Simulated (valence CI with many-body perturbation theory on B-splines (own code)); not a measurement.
**E1 line list for Dy XXXV**

Method: valence CI with perturbative core correlation (CI+MBPT): four valence electrons over a frozen Dirac-Fock core [Ar] 3d10, radial functions for each j: 11 s, 11 p, 10 d, 8 f, 5 g, 2 h, with the one-electron correlation potential Σ1, the two-electron term Σ2, the three-electron term Σ3, Breit, model QED; selected CI, second order for the rest, scaled by the run's own slope (own B-spline code, finite nucleus).

No measured spectrum was set against this ion. As an estimate, large intervals hold to a few tenths of a per cent, small ones and those within an open d or f shell to about a per cent. Among the levels kept, up to 400 cm⁻¹ of a level comes from second order outside the variational space, and about a tenth of that is noise between levels of different J, which matters for small intervals.

Lines 151 to 200 of 566 in falling wavelength, among levels below 34.540 Ry, chosen from the strongest by gf and those to the six lowest levels. Wavelengths and rates use the calculated energies. Electric multipoles are in the length gauge, E1 and E2 with the static RPA response of the core. Weak lines are less certain than strong ones. Lines between different terms over intervals too small for the method are left out, as are lines whose strength nearly cancels. Where a level lies close to another of its J and parity, the split of strength between their lines is uncertain. The highest levels of a list are the least certain.

Levels are named by their leading jj configuration (3d3/2^4 stands for four electrons in 3d with j = 3/2), which in mixed levels can hold well under half, so a name can repeat and another be missing. Letters in brackets count levels of one name in rising energy.

| λ vac (nm) | Upper | Lower | A (s⁻¹) | S (a.u.) |
| --- | --- | --- | --- | --- |
| 8.952 | (4p1/2^2 4p3/2 4d5/2) J=3 | (4s 4p1/2^2 4d5/2) J=3 | 3.52e+10 | 8.73e-02 |
| 8.943 | (4s^2 4d3/2 4d5/2) J=3 | (4s^2 4p3/2 4d3/2) J=3 | 8.01e+10 | 1.98e-01 |
| 8.938 | (4s 4p1/2 4p3/2^2) J=2 [b] | (4s^2 4p1/2 4p3/2) J=2 | 1.38e+11 | 2.44e-01 |
| 8.929 | (4p1/2 4p3/2^2 4d5/2) J=3 [a] | (4s 4p1/2 4p3/2 4d5/2) J=4 [a] | 3.55e+10 | 8.73e-02 |
| 8.927 | (4p1/2^2 4p3/2^2) J=2 | (4s 4p1/2^2 4p3/2) J=2 | 1.04e+11 | 1.82e-01 |
| 8.924 | (4s 4p1/2 4p3/2 4f5/2) J=4 [b] | (4s 4p1/2 4p3/2 4d5/2) J=3 [b] | 2.79e+10 | 8.80e-02 |
| 8.924 | (4s 4p1/2 4d5/2^2) J=3 | (4s 4p1/2 4p3/2 4d5/2) J=4 [b] | 6.52e+10 | 1.60e-01 |
| 8.918 | (4s 4p1/2 4d3/2 4d5/2) J=5 | (4s 4p1/2 4p3/2 4d3/2) J=4 | 3.23e+10 | 1.24e-01 |
| 8.917 | (4s 4p1/2 4p3/2 4d5/2) J=2 [d] | (4s 4p1/2 4p3/2^2) J=1 [c] | 3.67e+10 | 6.42e-02 |
| 8.908 | (4p1/2 4p3/2^2 4d3/2) J=2 [c] | (4s 4p1/2 4p3/2 4d3/2) J=3 [b] | 2.77e+10 | 4.84e-02 |
| 8.908 | (4s 4p1/2 4d3/2 4d5/2) J=3 [b] | (4s 4p1/2 4p3/2 4d3/2) J=4 | 5.53e+10 | 1.35e-01 |
| 8.901 | (4s 4p3/2^2 4d5/2) J=1 [a] | (4s^2 4p3/2 4d3/2) J=2 | 6.90e+10 | 7.20e-02 |
| 8.884 | (4s^2 4d3/2 4d5/2) J=2 | (4s^2 4p3/2 4d3/2) J=3 | 3.70e+10 | 6.40e-02 |
| 8.883 | (4s 4p1/2 4p3/2 4f7/2) J=5 [a] | (4s 4p1/2 4p3/2 4d5/2) J=5 | 1.06e+11 | 4.05e-01 |
| 8.873 | (4s 4p1/2 4p3/2 4d5/2) J=2 [d] | (4s^2 4p1/2 4d5/2) J=3 | 2.41e+11 | 4.16e-01 |
| 8.870 | (4s 4p1/2 4p3/2 4d3/2) J=3 [b] | (4s 4p1/2 4p3/2^2) J=2 [a] | 3.86e+10 | 9.31e-02 |
| 8.869 | (4s 4p1/2 4p3/2 4d5/2) J=2 [e] | (4s^2 4p1/2 4d5/2) J=2 | 1.21e+11 | 2.08e-01 |
| 8.862 | (4s 4p1/2 4p3/2 4f7/2) J=3 [a] | (4s 4p1/2 4p3/2 4d5/2) J=3 [a] | 2.09e+10 | 5.02e-02 |
| 8.862 | (4s 4p1/2 4p3/2 4d5/2) J=3 [d] | (4s 4p1/2 4p3/2^2) J=2 [b] | 8.49e+10 | 2.04e-01 |
| 8.860 | (4p1/2 4p3/2^2 4d5/2) J=4 [a] | (4s 4p1/2 4p3/2 4d5/2) J=4 [a] | 1.67e+10 | 5.16e-02 |
| 8.858 | (4s 4p1/2 4d3/2 4d5/2) J=3 [d] | (4s 4p1/2 4p3/2 4d3/2) J=2 [c] | 4.95e+10 | 1.19e-01 |
| 8.855 | (4s 4p1/2 4d5/2^2) J=4 [a] | (4s 4p1/2 4p3/2 4d5/2) J=5 | 4.40e+10 | 1.36e-01 |
| 8.851 | (4p1/2 4p3/2^2 4d5/2) J=2 [a] | (4s 4p1/2 4p3/2 4d5/2) J=3 [a] | 3.23e+10 | 5.53e-02 |
| 8.847 | (4p1/2^2 4p3/2 4d3/2) J=1 | (4s 4p1/2^2 4d3/2) J=2 | 4.93e+10 | 5.05e-02 |
| 8.842 | (4s 4p1/2 4d3/2 4d5/2) J=3 [c] | (4s 4p1/2 4p3/2 4d3/2) J=3 [c] | 7.41e+10 | 1.77e-01 |
| 8.839 | (4s 4p1/2 4p3/2 4f5/2) J=3 [c] | (4s 4p1/2 4p3/2 4d5/2) J=4 [c] | 2.46e+10 | 5.86e-02 |
| 8.838 | (4s 4p1/2 4p3/2 4d5/2) J=1 [a] | (4s 4p1/2 4p3/2^2) J=2 [a] | 7.36e+10 | 7.52e-02 |
| 8.832 | (4s 4p1/2 4p3/2 4d3/2) J=1 [c] | (4s^2 4p1/2 4d3/2) J=2 | 2.71e+11 | 2.76e-01 |
| 8.832 | (4p1/2^2 4p3/2 4d5/2) J=2 | (4p1/2^2 4p3/2^2) J=2 | 1.54e+11 | 2.61e-01 |
| 8.827 | (4s 4p1/2 4p3/2 4d5/2) J=3 [a] | (4s 4p1/2 4p3/2^2) J=3 | 8.58e+10 | 2.04e-01 |
| 8.824 | (4s 4p1/2 4p3/2 4d5/2) J=2 [a] | (4s 4p1/2 4p3/2^2) J=2 [a] | 6.46e+10 | 1.10e-01 |
| 8.820 | (4s 4p1/2 4p3/2 4d5/2) J=2 [b] | (4s 4p1/2 4p3/2^2) J=3 | 1.40e+11 | 2.36e-01 |
| 8.803 | (4s 4p1/2 4p3/2 4d3/2) J=0 [b] | (4s 4p1/2 4p3/2^2) J=1 [a] | 1.82e+11 | 6.14e-02 |
| 8.798 | (4s 4p1/2 4d3/2 4d5/2) J=4 [a] | (4s 4p1/2 4p3/2 4d3/2) J=3 [a] | 3.68e+10 | 1.11e-01 |
| 8.798 | (4s 4p1/2 4d3/2 4d5/2) J=1 [c] | (4s 4p1/2 4p3/2 4d3/2) J=0 [b] | 6.04e+10 | 6.09e-02 |
| 8.797 | (4s 4p3/2^2 4d5/2) J=2 [c] | (4s^2 4p3/2 4d5/2) J=2 | 4.08e+10 | 6.85e-02 |
| 8.797 | (4s^2 4d3/2 4d5/2) J=3 | (4s^2 4p3/2 4d3/2) J=2 | 4.62e+10 | 1.09e-01 |
| 8.796 | (4s 4p1/2 4d3/2 4d5/2) J=1 [b] | (4s 4p1/2 4p3/2 4d3/2) J=1 [c] | 1.16e+11 | 1.17e-01 |
| 8.792 | (4s 4p3/2^2 4d5/2) J=2 [a] | (4s^2 4p3/2 4d3/2) J=1 | 3.34e+10 | 5.60e-02 |
| 8.786 | (4p1/2^2 4p3/2 4d5/2) J=1 | (4p1/2^2 4p3/2^2) J=0 | 1.33e+11 | 1.34e-01 |
| 8.785 | (4p1/2 4p3/2^2 4d5/2) J=4 [b] | (4s 4p1/2 4p3/2 4d5/2) J=4 [a] | 5.84e+10 | 1.76e-01 |
| 8.780 | (4s 4p1/2 4d3/2 4d5/2) J=2 [d] | (4s 4p1/2 4p3/2 4d3/2) J=2 [d] | 5.67e+10 | 9.47e-02 |
| 8.769 | (4p1/2^2 4p3/2 4d5/2) J=3 | (4p1/2^2 4p3/2^2) J=2 | 5.57e+10 | 1.30e-01 |
| 8.760 | (4p1/2 4p3/2^2 4d3/2) J=2 [d] | (4s 4p1/2 4p3/2 4d3/2) J=3 [c] | 6.78e+10 | 1.13e-01 |
| 8.760 | (4s^2 4p3/2 4f5/2) J=4 | (4s^2 4p3/2 4d5/2) J=3 | 6.64e+10 | 1.98e-01 |
| 8.752 | (4p1/2 4p3/2^2 4d5/2) J=1 | (4s 4p1/2 4p3/2 4d5/2) J=2 [b] | 1.84e+11 | 1.82e-01 |
| 8.745 | (4s 4p1/2^2 4d5/2) J=3 | (4s 4p1/2^2 4p3/2) J=2 | 1.16e+11 | 2.69e-01 |
| 8.741 | (4p1/2^2 4p3/2 4d3/2) J=1 | (4s 4p1/2^2 4d3/2) J=1 | 9.19e+10 | 9.09e-02 |
| 8.732 | (4s 4p1/2 4p3/2^2) J=1 [b] | (4s^2 4p1/2 4p3/2) J=1 | 2.21e+10 | 2.18e-02 |
| 8.732 | (4p1/2 4p3/2^2 4d3/2) J=2 [d] | (4s 4p1/2 4p3/2 4d5/2) J=2 [a] | 2.91e+10 | 4.77e-02 |
